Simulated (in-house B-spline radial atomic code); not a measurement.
## Removing one electron from the hafnium ion Hf²⁶⁺

Closed shell [Kr] 4d10. Computed with an all-electron radial atomic-structure program (B-spline basis): Koopmans values of Dirac-Hartree-Fock plus a diagonal self-energy, in second order or with its direct term screened (direct RPA, with the hole-particle interaction, or full time-dependent Hartree-Fock), linearised in energy; no-pair Dirac-Coulomb Hamiltonian, finite nucleus. Shifts add to the Koopmans value (the ΔSCF shift is orbital relaxation alone); the final value takes TDHF screening with Breit and QED.

Command:
```bash
python run_mb.py task.json out
```
Settings (nuclear radius in fm, box in bohr, cutoff in hartree):
```
basis_form          2
Z                   72
core_configuration  [Kr] 4d10
rms_radius          5.347
mass_number         180
speed_of_light      137.036
box_radius          3.931
lmax                7
intervals           58
virtual_cutoff      20736.0
```

Run time, properties included: 98 s on 1 thread of Arm Neoverse N1 (shared host).

Energies in eV:

| subshell | Koopmans | ΔSCF shift | second order | direct RPA | hole-particle | TDHF | Breit + QED | final |
| --- | --- | --- | --- | --- | --- | --- | --- | --- |
| 4d5/2 | 1003.69 | -1.622 | ? | ? | ? | ? | ? | ? |
| 4d3/2 | 1018.02 | -1.720 | -0.147 | 0.160 | -0.010 | -0.012 | -0.601 | 1017.40 |

Question: What does the self-energy do to 4d5/2?

Answer: It shifts the removal energy by -0.116 eV in second order, 0.191 with direct RPA, 0.024 with the hole-particle term and 0.023 with TDHF screening (quasi-particle weight 0.990); Breit and QED add -0.349 eV. The final value is 1003.37 eV, against 1002 ± 4 eV (NIST, tabulated theory).
